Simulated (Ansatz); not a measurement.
Calculated with Ansatz (gas phase, PBE0-D4/def2-TZVP geometries, no zero-point term in ΔE). CBS: MP2 limit from def2 TZ/QZ plus the TZ coupled-cluster correction, frozen cores. This one scheme is used for every species. Functionals use def2-TZVPP. HSE06 is defined as in plane-wave codes. Each species was taken in one conformer, which may not be the lowest.

`CC[Si]S` + `OBF` → `COBF` + `C[Si]S`  (substitution at a C–C bond)

| level | ΔE (kJ/mol) | difference from CCSD(T)/CBS |
| --- | --- | --- |
| B97M-V | 30.7 | -6.2 |
| ωB97X-V | 30.8 | -6.1 |
| ωB97M-V | 33.5 | -3.4 |
| r2SCAN | 30.6 | -6.3 |
| r2SCANh | 31.4 | -5.5 |
| r2SCAN0 | 32.5 | -4.4 |
| HSE06 | 32.8 | -4.1 |
| LC-ωPBE | 32.3 | -4.6 |
| RPA@PBE/def2-TZVPP | 31.5 | -5.4 |
| MP2/def2-SVP | 40.8 | 3.9 |
| SCS-MP2/def2-TZVPP | 35.3 | -1.6 |
| CCSD/def2-TZVPP | 34.6 | -2.3 |
| HF/def2-QZVPP | 23.1 | -13.8 |
| MP2/def2-QZVPP | 40.7 | 3.8 |
| SCS-MP2/def2-QZVPP | 35.8 | -1.1 |
| CCSD/CBS(def2) | 35.8 | -1.1 |
| CCSD(T)/CBS | 36.9 | 0 |

Largest T1 diagnostic among the species: 0.014.

Leaving LDA and LC-ωPBE aside and taking each functional with its dispersion term where it has one, the values, not all of them listed here, spread over 7.6 kJ/mol, from CAM-B3LYP-D4 to PBE-QIDH. The D4 term adds +3.9 kJ/mol with B3LYP and +2.1 kJ/mol with PBE0; it sums over pairs of atoms, weighted by their polarisabilities, and B3LYP, whose exchange is more repulsive, gets the larger term.

B3LYP here is the variant with VWN-RPA as its local correlation; programs differ in this.
